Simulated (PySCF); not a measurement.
# Working out the ionisation energy of Ag²⁺

Ag²⁺ [Kr] 4d9 (2D) → Ag³⁺ [Kr] 4d8 (3F). Computed with PySCF 2.14 in def2-SVP with the def2 core potential (28 electrons) (5s3p2d1f, 31 functions), with scalar relativity through the core potential. Frozen: 4s2 4p6. Energies in hartree (1 hartree = 27.21139 eV):

```json
{"part": "UHF", "Ag²⁺ (lower)": "-145.120613", "Ag³⁺ (upper)": "-143.888201"}
{"part": "MP2 opposite-spin", "Ag²⁺ (lower)": "-0.097327", "Ag³⁺ (upper)": "-0.071407"}
{"part": "MP2 same-spin", "Ag²⁺ (lower)": "-0.062014", "Ag³⁺ (upper)": "-0.049180"}
```

What does Hartree-Fock give?

(-143.888201) − (-145.120613) = 1.232412 hartree = 33.536 eV.

What do MP2 and SCS-MP2 (6/5 opposite-spin, 1/3 same-spin) give?

The opposite-spin parts differ by 0.705 eV and the same-spin parts by 0.349 eV. MP2: 33.536 + (0.705) + (0.349) = 34.590 eV. SCS-MP2: 33.536 + 1.2 × (0.705) + (0.349)/3 = 34.498 eV.

Reference: 34.8 ± 0.3 eV (semi-empirical (NIST evaluation); NIST Atomic Spectra Database, ionization energies), between the lowest levels; spin-orbit coupling is absent from the calculation.

A double-zeta basis recovers only part of the correlation energy.

What remains against the reference includes basis incompleteness, the frozen core and correlation beyond second order.
